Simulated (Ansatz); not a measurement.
Abridged output of a molecular run in Ansatz:

```
Functional definition: HF
1654 factors; integrals over basis functions are off by at most 1.0e-3 eV
mean field evaluation 1: about -26694.9678 eV, gradient 4.0e1 eV
mean field evaluation 2: about -26695.2902 eV, gradient 4.1e1 eV
mean field evaluation 4: about -26698.8604 eV, gradient 4.3e0 eV
mean field evaluation 8: about -26698.9314 eV, gradient 3.7e-1 eV
mean field -26698.93217782 eV, -981.1676603488 hartree, gradient 6.1e-6 eV, S^2 0.000000; 0 other end points of the search recorded, 0 dependent functions left out
14 core orbitals not correlated: weight in the atoms' cores, before any rotation towards them, 1.000 or more for the frozen orbitals, at most 0.000 for the correlated occupied ones
reference -26698.93217782 eV, -981.1676603488 hartree; 18, 18 occupied and 246, 246 virtual orbitals, 1654 factors
second order -29.40518172 eV of doubles, -0.00000000 eV of singles
cycle   1  -29.83595229 eV  change   -4.3e-1 eV  update   1.1e-1
cycle   2  -30.54196473 eV  change   -7.1e-1 eV  update   3.4e-2
cycle   3  -30.69961467 eV  change   -1.6e-1 eV  update   1.7e-2
cycle   4  -30.68445747 eV  change    1.5e-2 eV  update   4.4e-3
cycle   5  -30.68419118 eV  change    2.7e-4 eV  update   2.0e-3
cycle   6  -30.68535701 eV  change   -1.2e-3 eV  update   6.1e-4
cycle   7  -30.68511637 eV  change    2.4e-4 eV  update   2.4e-4
cycle   8  -30.68502781 eV  change    8.9e-5 eV  update   8.2e-5
cycle   9  -30.68505660 eV  change   -2.9e-5 eV  update   3.7e-5
perturbative correction -1.23596053 eV, -0.0454207116 hartree
Total energy: -26730.85319495 eV, -982.3407360914 hartree
```

Its atoms:

Z-matrix (Å, degrees):
```
Si
N 1 1.720
C 1 1.868 2 107.0
F 1 1.601 2 112.4 3 118.8
H 1 1.476 2 108.9 3 -121.3
C 2 1.258 1 128.3 3 -120.4
Cl 3 1.784 1 109.6 2 -175.1
H 3 1.091 1 111.7 2 65.4
H 3 1.090 1 111.1 2 -55.8
H 6 1.096 2 120.3 1 179.5
H 6 1.099 2 124.0 1 -0.6
```

**Question.** Which basis set was used?
A. def2-SVP
B. def2-TZVPPD
C. def2-SVPD
D. def2-TZVPP

**Answer.** D. It gives 278 functions.

**Question.** Write the keys of the input that set method, charge and spin (a neutral closed shell needs none for the last two).

**Answer.** 
```yaml
correlation: {method: ccsd_t}
```
